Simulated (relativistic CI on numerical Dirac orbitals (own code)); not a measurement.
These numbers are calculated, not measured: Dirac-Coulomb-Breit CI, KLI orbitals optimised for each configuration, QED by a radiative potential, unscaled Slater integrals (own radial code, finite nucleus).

The strongest absorption lines from the ground level of an ion, among the configurations computed and to levels below about 7370 eV (vacuum wavelength in nm, gf): 0.16895 (0.12), 0.17001 (0.061), 0.20934 (0.0013), 0.22216 (0.36), 0.22384 (0.075), 0.22696 (0.26), 2.3201 (0.17), 9.7008 (0.009).

Question: Which ion is it?
A. Pd XLIII
B. Ce LV
C. Xe XLIX
D. Xe LI

Answer: D. Xe LI has 4 electrons and the ground level 2s² ¹S0; the strongest line goes to 2s3p ¹P°1. The pattern of lines fixes the number of electrons, and along that sequence the line energies rise steadily with the charge (about as its square where n changes within one kind of shell, about linearly where n is kept but much faster in heavy ions where fine structure, which grows about as Z⁴, sets the gap, and irregularly where shells cross), which fixes Z. Configurations outside the model, such as inner-shell arrays, can give stronger lines. At this charge energies of transitions that change n are usually good to better than 1 %, and those within a shell (Δn = 0) to a few per cent.

LS names give the leading component of a level, which can be under half, so a name can repeat, a term be missing and a line seem to break the LS rules.
